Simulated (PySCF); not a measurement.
Exercise with solution: chemical shift, span and skew from a shielding tensor

1-chloro-1-fluorobuta-1,2-diene (C₄H₄ClF), SMILES CC=C=C(F)Cl. Atoms are numbered in the order given.

```xyz
10

C     -3.0099    -0.0495    -0.2323
C     -1.7157    -0.2176    -0.9792
C     -0.5224    -0.2802    -0.4361
C      0.6620    -0.3189     0.1131
F      1.2648    -1.4407     0.5152
Cl     1.6464     1.0868     0.4002
H     -3.5327     0.8601    -0.5737
H     -2.8480     0.0209     0.8520
H     -3.6831    -0.8993    -0.4364
H     -1.7921    -0.2942    -2.0746
```
Charge 0, spin multiplicity 1.

Geometry: B3LYP-D3(BJ)/def2-SVP.

GIAO shieldings from PBE0/pcSseg-1 (PySCF), non-relativistic, no solvent. The symmetric part of the tensor of C1 has the principal values 149.6, 158.6, 181.2 ppm. The same nucleus in TMS has σ = 186.3 ppm at this level (PySCF, at its B3LYP-D3(BJ)/def2-TZVP geometry). Without spin–orbit terms, shifts of atoms bonded to Cl or Br come out too high.

Task: Work out the isotropic shielding, the ¹³C shift against TMS, the span and the skew.

Result: 
σ(iso) = (σ11 + σ22 + σ33)/3 = 163.1 ppm. δ = σ(ref) − σ(iso) = 186.3 − (163.1) = 23.2 ppm.
Span Ω = σ33 − σ11 = 31.6 ppm. Skew κ = 3(σ(iso) − σ22)/Ω = 0.43. Tumbling in solution averages the tensor to δ; in a static solid the shielding alone would spread this spin-1/2 line over Ω.
